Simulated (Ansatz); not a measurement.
Cl2GeH6O8Si2 (`O[Si](O)(O)[O][Ge]([Cl])([Cl])[O][Si](O)(O)O`), one more setting.

```yaml
crystal:
  periodic: [false, false, false]
  atoms:
    - {symbol: O, position_ang: [2.182318, -0.429620, 0.358813]}
    - {symbol: Si, position_ang: [1.788745, 1.063634, -0.079842]}
    - {symbol: O, position_ang: [3.085042, 1.984107, 0.126756]}
    - {symbol: O, position_ang: [1.242933, 1.134449, -1.588899]}
    - {symbol: O, position_ang: [0.594047, 1.564394, 0.865622]}
    - {symbol: Ge, position_ang: [-0.567407, 0.707841, 1.876534]}
    - {symbol: Cl, position_ang: [0.385659, -0.014322, 3.669062]}
    - {symbol: Cl, position_ang: [-2.131429, 1.994484, 2.370480]}
    - {symbol: O, position_ang: [-1.207439, -0.682810, 1.064143]}
    - {symbol: Si, position_ang: [-1.352612, -1.194047, -0.500952]}
    - {symbol: O, position_ang: [0.015818, -2.006208, -0.761108]}
    - {symbol: O, position_ang: [-1.417599, -0.012759, -1.574549]}
    - {symbol: O, position_ang: [-2.693489, -2.032334, -0.607755]}
    - {symbol: H, position_ang: [1.651355, -1.193694, 0.011390]}
    - {symbol: H, position_ang: [3.103021, 2.823936, -0.226949]}
    - {symbol: H, position_ang: [0.338957, 0.964188, -1.797749]}
    - {symbol: H, position_ang: [0.121363, -2.445016, -1.683215]}
    - {symbol: H, position_ang: [-2.274655, 0.342286, -1.709864]}
    - {symbol: H, position_ang: [-2.986978, -2.623365, 0.138010]}
basis:
  gaussian: {orbitals: def2-TZVPD, point_charges: [{charge: 0.50, position_ang: [7.538, 0.094, 0.935]}]}
hamiltonian: {xc: {name: HF}}
output: {forces: true}
```

```sh
$ ansatz run in.yaml --threads 11 --pin off --events-out ev --progress --plain --max-ram 174080MiB --backend cuda --devices 0, --max-vram 75GiB
```

Output, abridged:

```
Functional definition: HF
3877 factors; their error is unknown
mean field evaluation 1: about -113609.6336 eV, gradient 8.8e1 eV
mean field evaluation 2: about -113618.3045 eV, gradient 5.2e1 eV
mean field evaluation 4: about -113622.2427 eV, gradient 2.1e0 eV
mean field evaluation 8: about -113622.2517 eV, gradient 3.8e-2 eV
mean field evaluation 16: about -113623.7242 eV, gradient 4.2e-6 eV
mean field -113623.72423673 eV, -4175.5948487734 hartree, gradient 4.2e-6 eV, S^2 0.000000; 0 other end points of the search recorded, 0 dependent functions left out
reference -113623.72423673 eV, -4175.5948487734 hartree; 82, 82 occupied and 524, 524 virtual orbitals, 3877 factors
Total energy: -113623.72423673 eV, -4175.5948487734 hartree
Atom 0 at     2.182318    -0.429620     0.358813 Å, force    -0.809675    -2.013830    -0.742566 eV/Å
Atom 1 at     1.788745     1.063634    -0.079842 Å, force    -0.087411    -0.377051    -0.325002 eV/Å
Atom 2 at     3.085042     1.984107     0.126756 Å, force     0.230506    -1.730110     0.571084 eV/Å
Atom 3 at     1.242933     1.134449    -1.588899 Å, force     0.386428     0.176481    -0.388047 eV/Å
Atom 4 at     0.594047     1.564394     0.865622 Å, force    -1.745420    -0.474491     1.487786 eV/Å
Atom 5 at    -0.567407     0.707841     1.876534 Å, force     1.561055    -0.240664    -0.181108 eV/Å
Atom 6 at     0.385659    -0.014322     3.669062 Å, force    -0.322174     0.297716    -0.552124 eV/Å
Atom 7 at    -2.131429     1.994484     2.370480 Å, force    -0.379136     0.385463     0.085506 eV/Å
Atom 8 at    -1.207439    -0.682810     1.064143 Å, force     0.112984     0.310621    -1.340991 eV/Å
Atom 9 at    -1.352612    -1.194047    -0.500952 Å, force     0.539055    -0.068945     2.372407 eV/Å
Atom 10 at     0.015818    -2.006208    -0.761108 Å, force     0.520032    -1.943942    -3.678217 eV/Å
Atom 11 at    -1.417599    -0.012759    -1.574549 Å, force    -0.105082     0.366707    -0.253021 eV/Å
Atom 12 at    -2.693489    -2.032334    -0.607755 Å, force    -1.449518    -2.116941     1.773249 eV/Å
Atom 13 at     1.651355    -1.193694     0.011390 Å, force     1.293678     1.933553     0.788798 eV/Å
Atom 14 at     3.103021     2.823936    -0.226949 Å, force     0.049057     1.811442    -0.722285 eV/Å
Atom 15 at     0.338957     0.964188    -1.797749 Å, force     0.074417     0.048305     0.058820 eV/Å
Atom 16 at     0.121363    -2.445016    -1.683215 Å, force    -0.338995     1.614444     3.411664 eV/Å
Atom 17 at    -2.274655     0.342286    -1.709864 Å, force    -0.287523     0.344821    -0.297844 eV/Å
Atom 18 at    -2.986978    -2.623365     0.138010 Å, force     0.830580     1.666656    -2.067634 eV/Å
Dipole moment:    -1.154473    -0.375059    -0.623877 e Å
```

It took 11 s on 11 threads of an AMD EPYC 7R13 on a shared host and a whole NVIDIA H100 80 GB, with 1.7 GiB of host memory at the peak.
